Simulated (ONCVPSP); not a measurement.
Logarithmic derivatives: platinum (Pt), ONCV

* Element: Pt (Z = 78)
* Generator: ONCVPSP 4.0.1
* Type: optimised norm-conserving Vanderbilt (ONCV)
* Functional: PW91
* Relativity: scalar-relativistic
* Frozen core: [Kr] 4d10
* Valence charge: 32
* Reference configuration: 4f13 5s2 5p6 5d10 6s1
* Partial waves: 5s+6s: rc 1.40 bohr, ncon 4, nbas 8, qcut 8.5 1/bohr, 2 projectors; 5p: rc 1.55 bohr, ncon 4, nbas 7, qcut 9.9 1/bohr, 2 projectors, debl 3.3 Ha; 5d: rc 1.70 bohr, ncon 5, nbas 10, qcut 10.5 1/bohr, 1 projector; 4f: rc 0.90 bohr, ncon 4, nbas 8, qcut 22.6 1/bohr, 2 projectors, debl 1.1 Ha
* Local potential: polynomial inside 0.90 bohr (lpopt 5, dvloc0 2 Ha)
* Core correction: Teter function fitted to the true core (icmod 2), fcfact 0.45

In the f channel the program set the typed energies aside and used -2.975, 0.250 Ha.

The phase is arctan(r·R′/R) of the radial function R(r), unwrapped; energies in Ha, scanned from -5 to 5 Ha. A pole is an energy at which the radial function vanishes at the test radius. The pseudo phase is shifted by a multiple of π to meet the all-electron one at the reference energy, and phase errors are pseudo minus all-electron; the curves can meet again beyond the range given. Levels narrower than the energy grid can be missing from the lists of poles. Where the grid stepped over a known ghost or core level, its pole and its step of π were put in at the level’s energy.

Task: For each channel, where are the poles, and over which energies does the pseudopotential scatter like the atom?

Result:

```json
{"channel": "s", "radius (bohr)": "1.42", "reference energy (Ha)": "-0.21", "poles, all-electron": "-3.01", "poles, pseudo": "-3.01, -0.38", "unbroken range about the reference energy with phases within 0.05 rad": "above -0.4", "phase error 1 Ha above the reference energy (rad)": "+0.000"}
{"channel": "p", "radius (bohr)": "1.58", "reference energy (Ha)": "-2.16", "poles, all-electron": "-1.34", "poles, pseudo": "-1.34", "unbroken range about the reference energy with phases within 0.05 rad": "the whole range", "phase error 1 Ha above the reference energy (rad)": "-0.000"}
{"channel": "d", "radius (bohr)": "1.72", "reference energy (Ha)": "-0.26", "poles, all-electron": "0.97", "poles, pseudo": "0.95", "unbroken range about the reference energy with phases within 0.05 rad": "below 2.6", "phase error 1 Ha above the reference energy (rad)": "-0.003"}
{"channel": "f", "radius (bohr)": "0.91", "reference energy (Ha)": "-2.97", "poles, all-electron": "-1.99", "poles, pseudo": "-1.99", "unbroken range about the reference energy with phases within 0.05 rad": "the whole range", "phase error 1 Ha above the reference energy (rad)": "+0.000"}
```

Note: ghosts flagged at negative energy: s at -10.4 eV; GHOST(+) flagged for p at 289.0 eV. A true bound ghost makes a file unfit for plane-wave use.

Phases in the d channel:

| E (Ha) | all-electron | pseudo |
| --- | --- | --- |
| -4.96 | 1.331 | 1.330 |
| -4.48 | 1.312 | 1.312 |
| -4.00 | 1.289 | 1.288 |
| -3.52 | 1.259 | 1.258 |
| -3.04 | 1.218 | 1.216 |
| -2.56 | 1.156 | 1.155 |
| -2.08 | 1.055 | 1.053 |
| -1.60 | 0.857 | 0.854 |
| -1.12 | 0.361 | 0.356 |
| -0.64 | -0.616 | -0.618 |
| -0.16 | -1.188 | -1.188 |
| 0.32 | -1.417 | -1.418 |
| 0.80 | -1.539 | -1.542 |
| 1.28 | -1.623 | -1.629 |
| 1.76 | -1.696 | -1.708 |
| 2.24 | -1.772 | -1.797 |
| 2.72 | -1.869 | -1.925 |
| 3.20 | -2.019 | -2.173 |
| 3.68 | -2.313 | -2.819 |
| 4.16 | -2.974 | -3.820 |
| 4.64 | -3.786 | -4.266 |
